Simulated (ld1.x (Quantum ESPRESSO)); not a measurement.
Logarithmic derivatives: Cr, RRKJ

```json
{
 "Element": "chromium (Cr)",
 "Generator": "ld1.x (Quantum ESPRESSO) 7.5",
 "Type": "norm-conserving RRKJ (Kleinman–Bylander form)",
 "Functional": "LDA (PZ)",
 "Relativity": "fully relativistic",
 "Frozen core": "[Ne] 3s2",
 "Valence charge": "12",
 "Reference configuration": "3p6 3d5 4s1 4p0",
 "Partial waves": "3p (bound): rc 0.80 bohr; 3d (bound): rc 2.05 bohr; 4s (bound): rc 2.20 bohr",
 "Local potential": "the s channel",
 "Core correction": "none",
 "rho0": "0.02"
}
```

Open shells are filled in proportion to 2j + 1 (rel_dist='average').

The phase is arctan(r·u′/u) with u = r·R(r), unwrapped; energies in Ry, scanned from -5 to 5 Ry. A pole is an energy at which the radial function vanishes at the test radius. The pseudo phase is shifted by a multiple of π to meet the all-electron one at the reference energy, and phase errors are pseudo minus all-electron; the curves can meet again beyond the range given. Levels narrower than the energy grid can be missing from the lists of poles.

```
channel  radius (bohr)  reference energy (Ry)  poles, all-electron  poles, pseudo  unbroken range about the reference energy with phases within 0.05 rad  phase error 1 Ry above the reference energy (rad)
      s           2.41                  -0.31                 2.87           2.36                                                              below 2.4                                             -0.024
   p1/2           2.41                  -3.38          -3.32, 3.87          -3.32                                                             below -1.1                                             +0.015
   p3/2           2.41                  -3.31          -3.24, 3.93          -3.24                                                             below -1.1                                             +0.016
   d3/2           2.41                  -0.23                 0.08           0.11                                                              below 0.5                                             +0.069
   d5/2           2.41                  -0.23                 0.09           0.12                                                              below 0.5                                             +0.069
```

Phases in the d5/2 channel:

| E (Ry) | all-electron | pseudo |
| --- | --- | --- |
| -5.00 | 1.388 | 1.390 |
| -4.74 | 1.383 | 1.385 |
| -4.48 | 1.378 | 1.381 |
| -4.22 | 1.372 | 1.375 |
| -3.96 | 1.366 | 1.369 |
| -3.70 | 1.359 | 1.363 |
| -3.44 | 1.351 | 1.355 |
| -3.18 | 1.343 | 1.347 |
| -2.92 | 1.333 | 1.338 |
| -2.66 | 1.321 | 1.328 |
| -2.40 | 1.308 | 1.315 |
| -2.14 | 1.292 | 1.301 |
| -1.88 | 1.272 | 1.282 |
| -1.62 | 1.246 | 1.259 |
| -1.36 | 1.211 | 1.226 |
| -1.10 | 1.157 | 1.177 |
| -0.84 | 1.061 | 1.086 |
| -0.58 | 0.817 | 0.851 |
| -0.32 | -0.309 | -0.296 |
| -0.06 | -1.398 | -1.387 |
| 0.20 | -1.645 | -1.616 |
| 0.46 | -1.757 | -1.712 |
| 0.72 | -1.838 | -1.774 |
| 0.98 | -1.915 | -1.823 |
| 1.24 | -2.003 | -1.870 |
| 1.50 | -2.121 | -1.919 |
| 1.76 | -2.298 | -1.974 |
| 2.02 | -2.586 | -2.042 |
| 2.28 | -3.047 | -2.129 |
| 2.54 | -3.582 | -2.246 |
| 2.80 | -3.973 | -2.412 |
| 3.06 | -4.207 | -2.650 |
| 3.32 | -4.350 | -2.978 |
| 3.58 | -4.444 | -3.357 |
| 3.84 | -4.511 | -3.698 |
| 4.10 | -4.561 | -3.951 |
| 4.36 | -4.600 | -4.125 |
| 4.62 | -4.632 | -4.247 |
| 4.88 | -4.659 | -4.334 |
